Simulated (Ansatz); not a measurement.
Be₃⁺. Total charge 1; doublet. Geometry r2SCAN/def2-TZVP, that of the neutral singlet; atoms count from 1.

```xyz
3

Be    0.510   -0.097   -1.162
Be    0.719    0.371    0.981
Be   -1.229   -0.275    0.180
```

The charge 1 doublet is spin-contaminated (final ⟨S²⟩ up to 0.99, 0.75 for a pure state). The structure comes from a short search, and lower isomers may exist.

Q: Estimate the Mulliken populations from the PBE0/def2-TZVP orbitals of Ansatz.

A: 
```json
{"atom": "Be1", "charge (e)": "0.36", "spin (α − β)": "0.51"}
{"atom": "Be2", "charge (e)": "0.36", "spin (α − β)": "0.51"}
{"atom": "Be3", "charge (e)": "0.29", "spin (α − β)": "-0.01"}
```
Mulliken values and Mayer orders depend strongly on the basis.

Q: Where does the spin sit?

A: Summed by element: Be 1.00, of 1 unpaired in all. Largest on single atoms: Be2 0.51, Be1 0.51, Be3 -0.01.

Q: And the Mayer bond orders between bonded heavy atoms (over 0.3)?

A: Be1–Be2 0.97 (2.20 Å); Be1–Be3 0.78 (2.20 Å); Be2–Be3 0.78 (2.20 Å).
